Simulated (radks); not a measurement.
The numbers below are computed, except where a source is named.
Species: the technetium ion Tc4+. Configuration: [Kr] 4d2 5p1 (not the ground configuration). Code: a radial shooting solver on a logarithmic mesh with Libxc functionals. Model: scalar-relativistic Kohn-Sham, SCAN, spin-unpolarised, spherical densities, finite nucleus; meta-GGA in the generalised Kohn-Sham scheme; Fermi nuclear charge, rms radius 4.4112 fm.

X-ray form factor f0, the Fourier transform of the density (f0(0) = 39):

sin(theta)/lambda (1/angstrom)  f0 (electrons)
0.05                                    38.504
0.1                                     37.163
0.15                                    35.304
0.2                                     33.233
0.25                                    31.138
0.3                                     29.109
0.4                                     25.431
0.5                                     22.422
0.6                                     20.048
0.8                                     16.429
1                                       13.437
1.25                                    10.345
1.5                                      8.157
2                                        5.941
